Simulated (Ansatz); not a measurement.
A nudged elastic band was laid between two geometries of AlClF$_{3}$H (6 atoms, charge 0, multiplicity 1).

These are results of RHF/def2-SVP in Ansatz, not measurements.

| Quantity | Value |
| --- | --- |
| movable images | 5 |
| climbing image | yes |
| spring | 5.0 eV/Å² |
| optimiser | quadratic models (default) |
| start path | through a guess of the saddle point |
| force threshold | 0.05 eV/Å |
| iteration limit | 60 |
| end points | relaxed |

Image 0:

```xyz
6
Properties=species:S:1:pos:R:3
Al 0.008 0.000 0.181
Cl -0.004 0.615 2.195
F 1.415 0.109 -0.657
F -1.410 0.024 -0.647
F 0.065 -1.932 0.655
H 0.071 -2.112 1.554
```

Image 6:

```xyz
6
Properties=species:S:1:pos:R:3
Al 0.019 -0.433 -0.240
Cl 0.015 -0.063 2.287
F 1.407 0.334 -0.650
F -1.415 0.250 -0.642
F 0.067 -2.057 0.031
H 0.053 -1.327 2.494
```

What changes between the two ends?

Bonds broken: F5–H6. Bonds formed: Cl2–H6.

What energy profile does the band end with?

It converged. The highest image is number 3 of 0 to 6, 73.9 kJ/mol above the first end and 62.3 kJ/mol above the last; the last end lies 11.6 kJ/mol above the first. A vibrational analysis at the climbing image gives one clearly imaginary mode, 1302i cm⁻¹: a first-order saddle point. The orbitals stay closed-shell, which can raise the energy where a bond breaks towards radicals; this wasn't checked here.

```csv
image,path coordinate (Å),energy (kJ/mol),F5–H6 (Å),Cl2–H6 (Å)
0,0.00,0.0,0.92,2.80
1,0.35,5.1,0.92,2.34
2,0.70,30.0,0.97,1.90
3,1.06,73.9,1.22,1.51
4,1.41,37.8,1.66,1.32
5,1.76,16.4,2.10,1.29
6,2.11,11.6,2.57,1.28
```

What is the geometry of the highest image?


```xyz
6
Properties=species:S:1:pos:R:3:forces:R:3
Al 0.014 -0.291 -0.012 0.01 -0.01 0.00
Cl 0.014 0.045 2.278 0.00 -0.01 0.00
F 1.429 0.157 -0.696 0.00 0.00 0.00
F -1.428 0.085 -0.684 0.00 0.00 0.00
F 0.063 -1.932 0.657 -0.01 0.01 -0.01
H 0.052 -1.361 1.739 0.00 0.01 0.01
```

What are the harmonic wavenumbers there?

1302i, 135, 213, 216, 261, 409, 516, 692, 878, 922, 1028, 1617 cm⁻¹.

The band took 8 iterations and about 50 core-seconds.

Time of the run: 49 s on 1 thread of Intel(R) Xeon(R) CPU @ 2.60GHz (Ice Lake), on a shared host, peak memory 0.17 GiB.
